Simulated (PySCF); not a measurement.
Static response to an electric field

C2H6N2Si2.
Atom-mapped SMILES: `[CH:1]#[C:2][SiH:3]1[NH:4][SiH2:5][NH:6]1` (hydrogens: H7 on C1; H8 on Si3; H9 on N4; H10, H11 on Si5; H12 on N6)

Geometry (PBE0-D3(BJ)/def2-SVP, Å), atoms numbered from 1 in this order:
```xyz
12
C2H6N2Si2 angstrom
C      3.1200   -0.3995   -0.3171
C      1.9854    0.0427   -0.3351
Si     0.2770    0.7250   -0.3722
N     -0.9330   -0.3432   -1.0225
Si    -1.7970   -0.4602    0.4920
N     -0.5898    0.6285    1.1336
H      4.1207   -0.7950   -0.2993
H      0.3865    2.0734   -0.9986
H     -1.0687   -0.7528   -1.9339
H     -3.1989    0.0644    0.4763
H     -1.8462   -1.8199    1.1162
H     -0.4160    1.0089    2.0512
```

Level: CAM-B3LYP/def2-SVPD (PySCF), static field, nuclei fixed, core orbitals frozen in the response. The polarisability tensor in these axes (au):

```
x   106.64  -2.00  -5.22
y    -2.00  73.71  -2.30
z    -5.22  -2.30  69.90
```

Problem. Diagonalise the tensor; give its mean and Δα, where Δα² is half the sum of the squared differences of the eigenvalues.

Solution. Principal values 68.02, 74.78 and 107.45 au; mean 83.42 au = 12.36 Å³ = 13.75 × 10⁻⁴⁰ C²·m²/J; Δα = 36.53 au (44 % of the mean).

Problem. What is the dipole moment, and where does it point?

Solution. (0.36, -0.29, 0.07) D, 0.47 D in size, pointing from the negative to the positive side. Measured along this direction, the outermost atoms are H10 at the negative end and H7 at the positive end.

Problem. Find the Langevin capture rate constant for H3+ (3.023 u) meeting this molecule (114.007 u), k = 2.342 × 10⁻⁹ cm³/s × √(α in Å³ / reduced mass in u).

Solution. The reduced mass is 2.95 u, so k = 4.80 × 10⁻⁹ cm³/s. The formula leaves out the permanent dipole, which adds to the capture rate.

Problem. Orientational against electronic polarisability at 400 K (dilute gas, rigid molecules)?

Solution. In Gaussian units μ²/3kT = 1.33 Å³ against 12.36 Å³, a ratio of 0.11; the Debye molar polarisation (4π/3)N_A(α + μ²/3kT) is 34.5 cm³/mol, leaving out the vibrational part.

Problem. What depolarisation ratio follows for Rayleigh scattering of linearly polarised light, taking the static tensor?

Solution. ρ = 3Δα²/(45ᾱ² + 4Δα²) = 4002.7/(313127 + 5337.0) = 0.0126.

Problem. Give the principal axes and the span of the nuclei along them.

Solution. Largest value along (0.99, -0.05, -0.13), where the nuclei span 7.39 Å; middle along (-0.01, 0.91, -0.42), 4.40 Å; least along (0.14, 0.41, 0.90), 4.41 Å. 

Problem. Estimate the molar refractivity from the static electronic polarisability.

Solution. Lorentz–Lorenz: R = (4π/3)N_A α = 2.5225 cm³/(mol·Å³) × 12.36 Å³ = 31.2 cm³/mol, in the limit of long wavelengths.

Geometry: PBE0-D3(BJ)/def2-SVP; no solvent, vibrations or thermal averaging.
